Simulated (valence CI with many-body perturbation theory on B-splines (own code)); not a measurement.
Results of a calculation; reference values are marked as such.
Energy levels of Lu LXVI

Level of theory: configuration interaction combined with many-body perturbation theory (CI+MBPT): four valence electrons over a frozen Dirac-Fock core [He], a basis of 11 s, 11 p, 10 d, 8 f, 5 g, 2 h functions for each j, with the one-electron correlation potential Σ1 (screened to all orders), the two-electron term Σ2, the three-electron term Σ3, Breit, model QED; selected single and double excitations, second order for the rest, scaled by the run's own slope (own B-spline code, finite nucleus).

No measured spectrum was set against this ion. As an estimate, large intervals hold to a few tenths of a per cent, small ones and those within an open d or f shell to about a per cent. Among the levels kept, up to 1100 cm⁻¹ of a level comes from second order outside the variational space, and about a tenth of that is noise between levels of different J, which matters for small intervals.

Levels 136 to 180 of 214, with energies above the lowest level, (2s^2 2p1/2^2) J=0. "Leading %" is the weight of the configuration and term that name the level; weights of strongly mixed levels are sums over their largest components and can fall short, so below about 35 % the name and the second component can differ from the true leading terms, or belong to a minority configuration. In the jj column 3d3/2^4 stands for four electrons in 3d with j = 3/2.

```
No.  Configuration  Term  J  E (Ry)  Leading %  Second component      g                  Leading jj
136        2s2p²3s    ³S  1  894.14         68   15 % 2s2p²3s ⁵P  1.946       2s 2p3/2^2 3s (100 %)
137        2s2p²3p   ³D°  3  894.27         42  20 % 2s2p²3p ⁵D°  1.292    2s 2p3/2^2 3p1/2 (100 %)
138        2s2p²3s    ¹P  1  894.65         42   31 % 2s2p²3s ³D  0.970       2s 2p3/2^2 3s (100 %)
139        2s2p²3s    ³P  2  894.93         62   18 % 2s2p²3s ¹D  1.357        2s 2p3/2^2 3s (99 %)
140        2s2p²3s    ¹S  0  896.40         68   32 % 2s2p²3s ³P               2s 2p3/2^2 3s (99 %)
141        2s2p²3p   ³P°  1  901.73         33  18 % 2s2p²3p ³S°  1.301     2s 2p3/2^2 3p1/2 (99 %)
142        2s2p²3p   ³P°  0  901.74         79  16 % 2s2p²3p ⁵D°           2s 2p3/2^2 3p1/2 (100 %)
143        2s2p²3p   ³P°  1  901.78         50  22 % 2s2p²3p ¹P°  1.289     2s 2p3/2^2 3p1/2 (99 %)
144        2s2p²3p   ³D°  2  901.87         32  22 % 2s2p²3p ³F°  1.044     2s 2p3/2^2 3p1/2 (99 %)
145          2p³3s   ⁵S°  2  910.22         54    31 % 2p³3s ³D°  1.571     2p1/2 2p3/2^2 3s (98 %)
146          2p³3s   ³S°  1  910.99         54    43 % 2p³3s ³D°  1.302     2p1/2 2p3/2^2 3s (96 %)
147          2p³3s   ³D°  3  911.79         97                    1.302     2p1/2 2p3/2^2 3s (97 %)
148          2p³3s   ¹D°  2  912.59         63    35 % 2p³3s ³D°  1.029     2p1/2 2p3/2^2 3s (98 %)
149          2p³3p    ⁵P  1  915.90         46     22 % 2p³3p ³D  1.638  2p1/2 2p3/2^2 3p1/2 (99 %)
150          2p³3s   ³P°  0  916.15        100                             2p1/2 2p3/2^2 3s (100 %)
151          2p³3s   ³P°  1  916.15         65    33 % 2p³3s ¹P°  1.301     2p1/2 2p3/2^2 3s (97 %)
152          2p³3p    ³F  2  916.48         34     21 % 2p³3p ⁵P  1.197  2p1/2 2p3/2^2 3p1/2 (99 %)
153          2p³3p    ³F  3  917.68         44     32 % 2p³3p ¹F  1.081  2p1/2 2p3/2^2 3p1/2 (99 %)
154        2s2p²3p   ⁵D°  4  918.15         62  38 % 2s2p²3p ³F°  1.379    2s 2p3/2^2 3p3/2 (100 %)
155        2s2p²3p   ³D°  3  918.46         52  33 % 2s2p²3p ⁵P°  1.388     2s 2p3/2^2 3p3/2 (98 %)
156        2s2p²3p   ³P°  1  919.34         36  31 % 2s2p²3p ³S°  1.531     2s 2p3/2^2 3p3/2 (97 %)
157          2p³3p    ³P  2  920.76         50     22 % 2p³3p ¹D  1.299  2p1/2 2p3/2^2 3p1/2 (99 %)
158        2s2p²3p   ³P°  2  921.59         44  21 % 2s2p²3p ¹D°  1.356     2s 2p3/2^2 3p3/2 (97 %)
159          2p³3p    ³D  1  921.62         73     22 % 2p³3p ¹P  0.632  2p1/2 2p3/2^2 3p1/2 (99 %)
160        2s2p²3d    ³D  2  925.14         25   24 % 2s2p²3d ⁵D  1.377     2s 2p3/2^2 3d3/2 (98 %)
161        2s2p²3d    ⁵D  3  925.26         27   18 % 2s2p²3d ³F  1.274     2s 2p3/2^2 3d3/2 (96 %)
162          2p³3p    ³P  0  925.27         65     35 % 2p³3p ¹S         2p1/2 2p3/2^2 3p1/2 (99 %)
163        2s2p²3d    ⁵P  1  925.41         43   20 % 2s2p²3d ³P  1.830     2s 2p3/2^2 3d3/2 (98 %)
164        2s2p²3d    ³F  4  925.48         39   24 % 2s2p²3d ⁵F  1.198     2s 2p3/2^2 3d3/2 (98 %)
165        2s2p²3p   ³P°  0  925.85         60  38 % 2s2p²3p ¹S°           2s 2p3/2^2 3p3/2 (100 %)
166        2s2p²3p   ³D°  3  926.19         62  16 % 2s2p²3p ³F°  1.241     2s 2p3/2^2 3p3/2 (99 %)
167        2s2p²3p   ³P°  2  926.33         71   6 % 2s2p²3p ⁵D°  1.409    2s 2p3/2^2 3p3/2 (100 %)
168        2s2p²3p   ¹P°  1  927.06         49  20 % 2s2p²3p ³P°  1.164     2s 2p3/2^2 3p3/2 (98 %)
169        2s2p²3p   ³P°  2  927.20         45  22 % 2s2p²3p ¹D°  1.349    2s 2p3/2^2 3p3/2 (100 %)
170        2s2p²3p   ¹P°  1  929.46         35  24 % 2s2p²3p ³S°  1.192     2s 2p3/2^2 3p3/2 (99 %)
171        2s2p²3d    ⁵F  5  930.26         62   38 % 2s2p²3d ³G  1.301    2s 2p3/2^2 3d5/2 (100 %)
172        2s2p²3d    ³F  4  930.55         52   32 % 2s2p²3d ⁵D  1.291     2s 2p3/2^2 3d5/2 (98 %)
173        2s2p²3d    ³P  0  931.24         82   13 % 2s2p²3d ⁵D            2s 2p3/2^2 3d5/2 (68 %)
174        2s2p²3d    ³D  1  931.85         42   16 % 2s2p²3d ³P  0.931     2s 2p3/2^2 3d3/2 (72 %)
175        2s2p²3d    ³F  3  932.42         30   22 % 2s2p²3d ³G  1.077     2s 2p3/2^2 3d3/2 (58 %)
176        2s2p²3d    ³D  2  932.60         33   17 % 2s2p²3d ³P  1.113     2s 2p3/2^2 3d3/2 (78 %)
177        2s2p²3d    ³D  2  933.15         33   19 % 2s2p²3d ³F  1.060     2s 2p3/2^2 3d3/2 (89 %)
178        2s2p²3d    ³D  1  933.40         41   18 % 2s2p²3d ³P  1.058     2s 2p3/2^2 3d5/2 (60 %)
179        2s2p²3d    ³D  1  933.64         49   27 % 2s2p²3d ³P  0.884     2s 2p3/2^2 3d3/2 (87 %)
180        2s2p²3d    ³D  3  933.66         37   30 % 2s2p²3d ¹F  1.146     2s 2p3/2^2 3d5/2 (55 %)
```

Where two levels of one J and parity lie close, their mixing, g and order are uncertain.
